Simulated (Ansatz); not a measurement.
One geometry of Ga(NH3)H3 (GaNH6), several levels of theory.

```yaml
crystal:
  periodic: [false, false, false]
  atoms:
    - {symbol: Ga, position_ang: [-0.002336, 0.004122, -1.124350]}
    - {symbol: N, position_ang: [0.002138, -0.003742, 1.026999]}
    - {symbol: H, position_ang: [-0.944836, 0.021548, 1.387007]}
    - {symbol: H, position_ang: [0.499802, 0.802361, 1.386909]}
    - {symbol: H, position_ang: [0.453676, -0.839124, 1.380915]}
    - {symbol: H, position_ang: [1.561974, -0.026960, -1.355914]}
    - {symbol: H, position_ang: [-0.757574, 1.376042, -1.345950]}
    - {symbol: H, position_ang: [-0.812844, -1.334257, -1.355616]}
basis:
  gaussian: {orbitals: def2-TZVP, initial_orbitals: start.molden}
hamiltonian: {xc: {name: BHLYP}, dispersion: d4}
scf: {omitted_lower_state_checks: [starts]}
output: {orbitals: {seedname: orbitals}}
```

The file start.molden holds the orbitals of an earlier run on this structure, at another level or in another basis.

```sh
$ ansatz run in.yaml --threads 4 --pin off --events-out ev --progress --plain --max-ram 3916MiB
```

Output, abridged:

```
Functional definition: BHLYP
886 factors; their error is unknown
mean field evaluation 1: about -53964.4237 eV, gradient 7.8e0 eV
mean field evaluation 2: about -53964.4890 eV, gradient 1.1e-1 eV
mean field evaluation 4: about -53964.8804 eV, gradient 2.4e-4 eV
mean field -53964.88037891 eV, -1983.1727752151 hartree, gradient 2.2e-5 eV, S^2 0.000000; 0 other end points of the search recorded, 0 dependent functions left out
reference -53964.88055222 eV, -1983.1727815843 hartree; 22, 22 occupied and 93, 93 virtual orbitals, 886 factors
Total energy: -53965.01226017 eV, -1983.1776217622 hartree
Checks for a lower state left out: starts
```

Run time 0.76 s (4 threads of AMD EPYC 7B13 on a shared host).

First input, but with `hamiltonian: {xc: r2scan, dispersion: d4}` (abridged; 1.1 s):

```
Functional definition: r2SCAN
mean field -53965.36942928 eV, -1983.1907474849 hartree, gradient 1.1e-5 eV, S^2 0.000000
Total energy: -53965.39415552 eV, -1983.1916561574 hartree
Checks for a lower state left out: starts
```

First input, but with `hamiltonian: {xc: {text: "exchange = 0.95*pbe_x + 0.05*exact_x\ncorrelation = pbe_c"}}` (abridged; 0.7 s):

```
Functional definition: unnamed
mean field -53956.64449114 eV, -1982.8701119222 hartree, gradient 1.4e-5 eV, S^2 0.000000
Total energy: -53956.64453089 eV, -1982.8701133829 hartree
Checks for a lower state left out: starts
```

The first input with `hamiltonian: {xc: hse06, dispersion: d4}` (abridged; 0.8 s):

```
Functional definition: HSE06
mean field -53957.64558515 eV, -1982.9069014483 hartree, gradient 6.1e-5 eV, S^2 0.000000
Total energy: -53957.72816147 eV, -1982.9099360721 hartree
Checks for a lower state left out: starts
```

First input, but with `correlation: {method: mp2}` and without the key `hamiltonian` (abridged; 0.7 s):

```
Functional definition: HF
mean field -53911.54249082 eV, -1981.2126439816 hartree, gradient 7.9e-7 eV, S^2 0.000000
10 core orbitals not correlated: weight in the atoms' cores, before any rotation towards them, 1.000 or more for the frozen orbitals, at most 0.000 for the correlated occupied ones
second order -12.73096121 eV of doubles, -0.00000000 eV of singles
Total energy: -53924.27345203 eV, -1981.6804981767 hartree
Checks for a lower state left out: starts
```

First input, but with `hamiltonian: {xc: pbe, dispersion: d4}`, `output: {forces: true, orbitals: {seedname: orbitals}}` (abridged; 0.65 s):

```
Functional definition: PBE
mean field -53956.38059494 eV, -1982.8604139158 hartree, gradient 1.2e-5 eV, S^2 0.000000
Total energy: -53956.48734119 eV, -1982.8643367680 hartree
Atom 0 force    -0.000175     0.000425    -0.123443 eV/Å
Atom 1 force    -0.000486     0.000873    -0.234346 eV/Å
Atom 2 force    -0.345141     0.008995     0.126794 eV/Å
Atom 3 force     0.181108     0.293934     0.126787 eV/Å
Atom 4 force     0.164761    -0.304307     0.124650 eV/Å
Atom 5 force     0.092658    -0.002016    -0.007097 eV/Å
Atom 6 force    -0.044588     0.081316    -0.006354 eV/Å
Atom 7 force    -0.048137    -0.079219    -0.006991 eV/Å
Dipole moment:     0.002202    -0.003853     1.055123 e Å
Checks for a lower state left out: starts
```

The first input with `gaussian: {orbitals: STO-3G}`, `hamiltonian: {xc: hf}` (abridged; 0.15 s):

```
Functional definition: HF
mean field -53282.57168430 eV, -1958.0983931737 hartree, gradient 2.2e-5 eV, S^2 0.000000
Total energy: -53282.57168430 eV, -1958.0983931737 hartree
Checks for a lower state left out: starts
```

Geometry: PBE0-D4/def2-TZVP.

HSE06 is defined as in plane-wave codes, on full-range PBE exchange. Correlated methods freeze 10 core orbitals; core or outer-core shells of Ga are correlated, in sets that lack core-valence functions.
